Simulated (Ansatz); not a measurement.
Basis-set extrapolation for CH4AlNO (PBE0-D4/def2-TZVP geometry, frozen core, the Gaussian-basis code of Ansatz). Multiplicity 1, RHF reference.

|  | def2-TZVPP | def2-QZVPP |
| --- | --- | --- |
| HF | -411.483725 | -411.498462 |
| MP2 correlation | -0.668791 | -0.717979 |
| CCSD(T) correlation | -0.726379 | not run |

Energies in hartree. Use E(X) = E(∞) + A·exp(−7.88·√X) for Hartree–Fock and E(X) = E(∞) + B·X^(−2.97) for correlation, with X = 3 and 4, and add CCSD(T) minus MP2 of the smaller set to the MP2 limit.

Q: What is the CCSD(T) energy at the basis-set limit?

A: HF limit: -411.498462 + (-0.014737) × 0.13774 = -411.50049. MP2 limit: -0.717979 + (-0.049188) × 0.74074 = -0.75441. Higher-order term: -0.726379 − (-0.668791) = -0.05759. Total: -412.31249 hartree, 268.8 kJ/mol below CCSD(T)/def2-TZVPP.
